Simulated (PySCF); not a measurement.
This PySCF input asks for the NMR shieldings of SMILES C=C(C)[Si@@H](S)C(C)(F)F, C5H10F2SSi; the geometry comes from GFN2-xTB.

```python
import basis_set_exchange as bse
import numpy as np
from pyscf import gto, dft
from pyscf.prop import nmr

atoms = """
C    -1.912469    0.074921    1.223290
C    -1.582586   -0.045197   -0.058373
C    -2.613678   -0.000913   -1.148119
Si    0.195593   -0.252895   -0.646164
S     0.770308    1.369802   -1.947357
C     1.446910   -0.230662    0.840571
C     2.904258   -0.403189    0.469111
F     1.295743    0.946761    1.541728
F     1.094968   -1.202734    1.744645
H    -2.938239    0.208581    1.531138
H    -1.185581    0.041956    2.015589
H    -2.629587   -0.947359   -1.686241
H    -2.368880    0.778436   -1.867833
H    -3.604414    0.189770   -0.742757
H     0.463948   -1.461455   -1.417939
H     0.890690    2.281883   -0.992833
H     3.525054   -0.358141    1.362081
H     3.037272   -1.367231   -0.012886
H     3.200887    0.386917   -0.215113
"""
names = dict.fromkeys(["C", "Si", "S", "F", "H"], "pcSseg-1")
basis = {el: gto.basis.parse(bse.get_basis(n, elements=[el], fmt="nwchem")) for el, n in names.items()}
mol = gto.M(atom=atoms, basis=basis, charge=0, verbose=0)
mf = dft.RKS(mol, xc="PBE0")
mf.grids.level = 2
mf.grids.alignment = dft.numint.BLKSIZE   # the property module wants whole blocks of grid points
mf.conv_tol = 1e-9
mf.kernel()

calc = nmr.RKS(mf)   # GIAO
C = mf.mo_coeff
Co = C[:, mf.mo_occ > 0]
resp = mf.gen_response(singlet=True, hermi=2)
def vind(x):   # induced exchange potential for any number of trial vectors
    d = np.einsum("pi,xij,qj->xpq", C, 2 * x.reshape(-1, C.shape[1], Co.shape[1]), Co, optimize=True)
    return np.einsum("xpq,pi,qj->xij", resp(d - d.transpose(0, 2, 1)), C, Co, optimize=True).ravel()
mo1, _ = nmr.rhf.solve_mo1(calc, with_cphf=vind)
sigma = calc.kernel(mo1)
for i, s in enumerate(sigma):   # ppm
    w = np.linalg.eigvalsh((s + s.T) / 2)
    print("%2d %-2s iso %8.1f  s11 %8.1f  s22 %8.1f  s33 %8.1f" % (i, mol.atom_pure_symbol(i), w.mean(), *w))
```

Task: Give the expected output.

Result: 
```
 0 C  iso     47.8  s11    -65.1  s22     57.9  s33    150.8
 1 C  iso     41.2  s11    -71.4  s22     27.4  s33    167.5
 2 C  iso    161.2  s11    146.5  s22    150.8  s33    186.4
 3 Si iso    370.0  s11    327.2  s22    376.1  s33    406.7
 4 S  iso    748.2  s11    662.3  s22    698.4  s33    884.0
 5 C  iso     53.1  s11     35.5  s22     52.8  s33     71.0
 6 C  iso    160.9  s11    146.0  s22    150.3  s33    186.5
 7 F  iso    300.6  s11    187.5  s22    322.7  s33    391.4
 8 F  iso    296.8  s11    179.9  s22    312.8  s33    397.8
 9 H  iso     25.5  s11     22.8  s22     24.7  s33     29.0
10 H  iso     25.6  s11     22.9  s22     23.8  s33     29.9
11 H  iso     29.9  s11     25.8  s22     28.2  s33     35.6
12 H  iso     29.2  s11     23.8  s22     30.4  s33     33.4
13 H  iso     29.8  s11     26.0  s22     28.1  s33     35.4
14 H  iso     26.9  s11     24.0  s22     25.2  s33     31.6
15 H  iso     31.2  s11     23.7  s22     28.2  s33     41.6
16 H  iso     29.8  s11     26.1  s22     27.4  s33     35.9
17 H  iso     30.2  s11     26.6  s22     28.2  s33     35.8
18 H  iso     29.6  s11     24.5  s22     30.5  s33     33.9
```

These numbers come from an equivalent density-fitted implementation of the same equations, which agrees with the script to about 0.01 ppm for H and up to a few tenths of a ppm for heavy atoms, so last digits may differ.

Task: Turn these shieldings into chemical shifts. Chemical shifts δ = σref − σ; 13C (186.93 ppm) and 29Si (349.16 ppm) and 1H (31.72 ppm) against TMS; 33S (503.73 ppm) against CS2; 19F (170.95 ppm) against CFCl3, all at this level.

Result: Averaging equivalent atoms: C 1: 145.8; C 0: 139.1; C 5: 133.8; C 6: 26.0; C 2: 25.7; Si 3: -20.8; S 4: -245; F 8: -125.9; F 7: -129.6; H 9: 6.22; H 10: 6.16; H 14: 4.78; H 11/12/13: 2.08; H 16/17/18: 1.83; H 15: 0.55 ppm. Unscaled 19F shifts against computed CFCl3 carry errors that often reach 10 to 50 ppm.

Size and cost of the density-fitted run: 217 basis functions, 55 s wall time on 1 thread of an Arm Neoverse V1, shared host; peak memory 0.97 GiB.
